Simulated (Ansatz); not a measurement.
The cluster Y3O3⁺. The state is a singlet with charge 1. Geometry r2SCAN-D4/def2-SVP.

```xyz
6

Y    -1.427    0.249    0.444
Y     0.576   -1.095   -1.610
Y     1.656    0.920    0.731
O     0.035    0.551    1.829
O     0.219    0.869   -0.850
O    -1.060   -1.494   -0.544
```

In the def2 sets Y takes a core potential; there is no spin–orbit coupling. HSE06 is defined as in plane-wave codes, on full-range PBE exchange. The restricted singlet is unstable towards broken spin symmetry in Hartree–Fock (as tested in another run); at PBE-D4/def2-SVP, PBE-D4/def2-TZVP, r2SCAN-D4/def2-TZVP, PBE0-D4/def2-SVP and others this wasn't settled. No other spin state of charge 1 was run. The structure comes from a short search, and lower isomers may exist.

Question: Estimate the orbital energies around the gap (eV) in Ansatz with PBE-D4/def2-SVP, PBE-D4/def2-TZVP, r2SCAN-D4/def2-TZVP, PBE0-D4/def2-SVP, HSE06-D4/def2-TZVP.

Answer: 
```json
{"orbital": "HOMO−5", "PBE-D4/def2-SVP": "-11.17", "PBE-D4/def2-TZVP": "-11.13", "r2SCAN-D4/def2-TZVP": "-11.28", "PBE0-D4/def2-SVP": "-12.53", "HSE06-D4/def2-TZVP": "-12.10"}
{"orbital": "HOMO−4", "PBE-D4/def2-SVP": "-10.86", "PBE-D4/def2-TZVP": "-10.86", "r2SCAN-D4/def2-TZVP": "-10.98", "PBE0-D4/def2-SVP": "-12.16", "HSE06-D4/def2-TZVP": "-11.75"}
{"orbital": "HOMO−3", "PBE-D4/def2-SVP": "-10.78", "PBE-D4/def2-TZVP": "-10.78", "r2SCAN-D4/def2-TZVP": "-10.92", "PBE0-D4/def2-SVP": "-12.10", "HSE06-D4/def2-TZVP": "-11.70"}
{"orbital": "HOMO−2", "PBE-D4/def2-SVP": "-10.39", "PBE-D4/def2-TZVP": "-10.40", "r2SCAN-D4/def2-TZVP": "-10.53", "PBE0-D4/def2-SVP": "-11.68", "HSE06-D4/def2-TZVP": "-11.29"}
{"orbital": "HOMO−1", "PBE-D4/def2-SVP": "-10.32", "PBE-D4/def2-TZVP": "-10.32", "r2SCAN-D4/def2-TZVP": "-10.46", "PBE0-D4/def2-SVP": "-11.61", "HSE06-D4/def2-TZVP": "-11.21"}
{"orbital": "HOMO", "PBE-D4/def2-SVP": "-7.16", "PBE-D4/def2-TZVP": "-7.16", "r2SCAN-D4/def2-TZVP": "-7.05", "PBE0-D4/def2-SVP": "-7.65", "HSE06-D4/def2-TZVP": "-7.30"}
{"orbital": "LUMO", "PBE-D4/def2-SVP": "-5.70", "PBE-D4/def2-TZVP": "-5.71", "r2SCAN-D4/def2-TZVP": "-5.43", "PBE0-D4/def2-SVP": "-5.14", "HSE06-D4/def2-TZVP": "-5.48"}
{"orbital": "LUMO+1", "PBE-D4/def2-SVP": "-5.65", "PBE-D4/def2-TZVP": "-5.66", "r2SCAN-D4/def2-TZVP": "-5.15", "PBE0-D4/def2-SVP": "-5.00", "HSE06-D4/def2-TZVP": "-5.36"}
{"orbital": "LUMO+2", "PBE-D4/def2-SVP": "-5.44", "PBE-D4/def2-TZVP": "-5.47", "r2SCAN-D4/def2-TZVP": "-5.08", "PBE0-D4/def2-SVP": "-4.59", "HSE06-D4/def2-TZVP": "-4.98"}
{"orbital": "LUMO+3", "PBE-D4/def2-SVP": "-5.32", "PBE-D4/def2-TZVP": "-5.36", "r2SCAN-D4/def2-TZVP": "-4.96", "PBE0-D4/def2-SVP": "-4.44", "HSE06-D4/def2-TZVP": "-4.86"}
{"orbital": "LUMO+4", "PBE-D4/def2-SVP": "-4.94", "PBE-D4/def2-TZVP": "-4.99", "r2SCAN-D4/def2-TZVP": "-4.63", "PBE0-D4/def2-SVP": "-4.19", "HSE06-D4/def2-TZVP": "-4.58"}
{"orbital": "LUMO+5", "PBE-D4/def2-SVP": "-4.91", "PBE-D4/def2-TZVP": "-4.93", "r2SCAN-D4/def2-TZVP": "-4.47", "PBE0-D4/def2-SVP": "-4.03", "HSE06-D4/def2-TZVP": "-4.43"}
```
